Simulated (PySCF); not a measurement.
## Calculated data, BClFHO, BClH2O2

All values are calculated (PySCF 2.14.0). Calculation on a computer-drawn molecule: the log of a Hartree-Fock and frozen-core CCSD(T) single point meant for a local Hartree-Fock minimum, with one planted fault or none, to be diagnosed. Offsets are logged minus clean, where the clean run is the same molecule without the fault. The reference is restricted for singlets and unrestricted otherwise, and also for a bond in bohr or an excited solution. Adding or removing an electron swaps singlet and doublet. The excited solution moves the top pair (singlet) or top alpha electron (doublet) to the lowest empty orbital. Highest occupied and lowest empty are orbital energies over both spins, largest force is the largest gradient component, triples share is (T) over the correlation energy, the T1 limit is 0.02 restricted and 0.045 unrestricted, electrons count all cores, a negative frequency is imaginary (commonest isotopes), and the dipole is about the centre of nuclear charge.

Common to all runs: meant charge 0; meant multiplicity 1; meant basis cc-pV(D+d)Z; logged SCF converged yes; logged SCF stable within its kind yes; possible faults no fault, one electron removed, one electron added, multiplicity raised by two, geometry at a saddle point, SCF held on an excited solution, minimal basis STO-3G, one bond length entered in bohr, all coordinates scaled.

(1) BClFHO

Logged structure:
```xyz
5
BClFHO
O      0.9307    -2.6687    -0.7060
B      1.6270    -2.2378     0.3451
F      1.7049    -2.9566     1.4575
Cl     2.4650    -0.6967     0.2834
H      0.5184    -3.5108    -0.5671
```

* logged electrons: 41
* logged basis functions: 70
* logged spin squared: 0.7516
* logged highest occupied: 3.6141 eV
* logged lowest empty: 10.113 eV
* logged largest force: 0.11824 hartree/bohr
* logged CC converged: no
* logged dipole magnitude: 7.4482 debye
* logged energy HF: -659.09696 hartree
* planted fault: one electron added
* HF energy offset from clean run: 96.71 kcal/mol

Drawn bonds:
```csv
atom,other atom,order
1,2,1
2,3,1
2,4,1
1,5,1
```

Notes: CCSD not converged; highest electron not bound in this basis.

(2) BClH2O2

Logged structure:
```xyz
6
BClH2O2
O     -2.8981    -0.0991    -0.2327
B     -1.6748    -0.2856     0.3051
O     -0.5171    -0.3944    -0.3793
Cl    -1.5799    -0.3972     2.0705
H     -2.9273    -0.0423    -1.1755
H     -0.5892    -0.3323    -1.3195
```

* logged electrons: 40
* logged basis functions: 75
* logged spin squared: 0
* logged highest occupied: -12.199 eV
* logged lowest empty: 3.8701 eV
* logged largest force: 4.161e-05 hartree/bohr
* logged lowest frequency: 366.17 cm⁻¹
* logged T1 diagnostic: 0.011897
* logged D1 diagnostic: 0.047128
* logged triples share: 0.022936
* logged CC converged: yes
* logged dipole magnitude: 4.3465 debye
* logged energy HF: -635.24907 hartree
* logged energy CCSD(T): -635.8778 hartree
* planted fault: no fault
* HF energy offset from clean run: 0 kcal/mol
* CCSD(T) energy offset from clean run: 0 kcal/mol

Drawn bonds:
```csv
atom,other atom,order
1,2,1
2,3,1
2,4,1
1,5,1
3,6,1
```
